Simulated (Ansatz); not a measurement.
`CC[N](C)[Al]([Cl])[Cl]` and `C[N](C)[Al]([Cl])[Cl]` differ in one atom or group.

Ansatz, PBE0-D4/def2-TZVP geometries, multiplicity 1. Each molecule was computed in one conformer, which needn't be the lowest.

```
                                      property  `CC[N](C)[Al]([Cl])[Cl]`
           LUMO energy (B3LYP/def2-TZVPP) / eV                     -0.75
          HOMO–LUMO gap (PBE0/def2-TZVPP) / eV                      6.32
             LUMO energy (PBE/def2-TZVPP) / eV                     -1.35
         HOMO energy (ωB97M-V/def2-TZVPP) / eV                     -9.10
size of the dipole moment (PBE/def2-TZVPP) / D                      2.35
       HOMO–LUMO gap (ωB97M-V/def2-TZVPP) / eV                     10.29
```

(1) Give the same properties after the change, and the shifts. (Estimate.)

Results:

(1) Computed: 
```tsv
property	`C[N](C)[Al]([Cl])[Cl]`	shift
LUMO energy (B3LYP/def2-TZVPP) / eV	-0.78	-0.03
HOMO–LUMO gap (PBE0/def2-TZVPP) / eV	6.32	0.00
LUMO energy (PBE/def2-TZVPP) / eV	-1.37	-0.02
HOMO energy (ωB97M-V/def2-TZVPP) / eV	-9.13	-0.03
size of the dipole moment (PBE/def2-TZVPP) / D	2.23	-0.12
HOMO–LUMO gap (ωB97M-V/def2-TZVPP) / eV	10.30	0.01
```

Dipoles are sizes alone; their direction can turn.

Positive LUMOs are unbound, so they and the gaps depend on the basis.

B3LYP here is the variant with VWN-RPA as its local correlation; programs differ in this.
